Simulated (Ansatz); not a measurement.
Ansatz (a quantum-chemistry and plane-wave program) input (PBE0/6-31G* with LANL2DZ past Ar): The .json file joins the Basis Set Exchange's 6-31G* for atoms up to Ar and LANL2DZ past it.

Ansatz 0.2 input:
```yaml
crystal:
  periodic: [false, false, false]
  atoms:
    - {symbol: Sn, position_ang: [-0.00000000, -0.00000000, -0.27417323]}
    - {symbol: O, position_ang: [0.00000000, 0.00000000, 1.71358267]}
basis:
  gaussian:
    orbitals: 6-31Gs+LANL2DZ.json
hamiltonian:
  xc: {name: PBE0}
total_charge: 1
magnetization: {spin_polarized: true, initial_magnetization: 1}
output: {forces: true}
```

### Question
Predict the final energy.

### Answer
-78.14709 Eh.
